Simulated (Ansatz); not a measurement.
Total energies of the cluster Zn₅Cl₆O₂ from Ansatz at PBE0-D4/def2-SVP, gas phase (1 Eh = 27.2114 eV = 2625.5 kJ/mol). The reference geometry is relaxed at PBE-D4/def2-SVP.

```xyz
13

Zn    0.5576    0.6675    3.4997
Zn   -0.5345    0.8195   -2.4664
Zn   -0.0049    2.1433    1.0436
Zn    0.1402   -0.9788    0.4109
Zn   -0.1194   -2.4618   -2.0774
O    -0.1954   -0.6794   -1.4389
O     0.2315    0.3717    1.6610
Cl    0.9756   -0.2975    5.3415
Cl   -0.9897    1.4552   -4.4459
Cl   -0.2615   -3.6858   -3.8056
Cl    0.3203   -3.2347    0.1931
Cl   -0.4311    2.8159   -1.0126
Cl    0.3113    3.0648    3.0971
```

```tsv
state	geometry	energy (Eh)
charge 0 singlet	reference	-11804.63646
charge 1 doublet	reference	-11804.27898
charge -1 doublet	reference	-11804.68247
free Zn atom (singlet)	–	-1778.88088
free O atom (triplet)	–	-74.92490
free Cl atom (doublet)	–	-459.83853
```

Q: Work out the vertical ionisation energy to the doublet.

A: E(charge 1 doublet) − E(charge 0 singlet) = -11804.27898 − (-11804.63646) = 0.35748 Eh = 9.73 eV. For comparison, −ε of the highest occupied level is 8.16 eV at this level, 1.57 eV less.

Q: Work out the vertical electron affinity, to the doublet.

A: E(charge 0 singlet) − E(charge -1 doublet) = -11804.63646 − (-11804.68247) = 0.04601 Eh = 1.25 eV. The basis lacks diffuse functions, which makes affinities too small.

Q: Give the fundamental gap IE − EA, the Mulliken electronegativity (IE + EA)/2 and the hardness (IE − EA)/2.

A: From the values in Eh: IE − EA = 0.35748 − 0.04601 = 0.31147 Eh = 8.48 eV; (IE + EA)/2 = 5.49 eV; (IE − EA)/2 = 4.24 eV. The HOMO–LUMO gap of the same run is 5.63 eV, 2.85 eV smaller than the fundamental gap.

Q: What is the binding energy per atom against free atoms?

A: Atoms: 5 × (-1778.88088) + 2 × (-74.92490) + 6 × (-459.83853) = -11803.28538 Eh. Binding: -11803.28538 − (-11804.63646) = 1.35108 Eh = 36.76 eV, or 2.83 eV for each of 13 atoms (no zero-point energy, no counterpoise term).

At PBE0-D4/def2-SVP the highest occupied level of the charge -1 doublet lies above zero (up to 0.05 eV). By energy differences its removal costs 1.25 eV (vertical, to the charge 0 singlet, at PBE0-D4/def2-SVP); self-interaction error and the lack of diffuse functions both raise the level.  

The structure comes from a short search, and lower isomers may exist.
